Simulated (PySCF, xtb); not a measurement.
CClF2, SMILES F[C](F)Cl, multiplicity 2.

Harmonic wavenumbers (cm⁻¹) from GFN2-xTB in xtb at its own minimum, in rising order: 324, 381, 467, 699, 1093, 1143.

### Question
What does PBE-D3(BJ)/def2-TZVP in PySCF give at its own minimum? (The exact figures need the calculation; the answer reports its results.)

### Answer
351, 404, 579, 725, 1106, 1158. Paired by order, the mean absolute difference is 36 cm⁻¹ and the zero-point energies are 5.9 and 6.2 kcal/mol.
